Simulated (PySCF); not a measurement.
**Working out the ionisation energy of Cl⁺**

Cl⁺ [Ne] 3s2 3p4 (3P) → Cl²⁺ [Ne] 3s2 3p3 (4S). Computed with PySCF 2.14 in cc-pV(T+d)Z (5s4p3d1f, 39 functions), with the non-relativistic Hamiltonian (point nucleus). Frozen: [Ne]. Energies in hartree (1 hartree = 27.21139 eV):

```
            part  Cl⁺ (lower)  Cl²⁺ (upper)
             UHF  -459.052900   -458.222764
CCSD correlation    -0.149113     -0.117127
             (T)    -0.004407     -0.003347
```

Task: What does Hartree-Fock give?

Result: (-458.222764) − (-459.052900) = 0.830136 hartree = 22.589 eV.

Task: What do CCSD and CCSD(T) give?

Result: The CCSD correlation energies differ by 0.031986 hartree = 0.870 eV and the triples by 0.001060 hartree = 0.029 eV, so CCSD gives 23.459 eV and CCSD(T) 23.488 eV.

Measured between the centres of the two terms (NIST): 23.771 eV, so CCSD(T) (valence) is off by -0.283 eV.

What remains against the reference includes basis incompleteness, the frozen core and higher excitations.
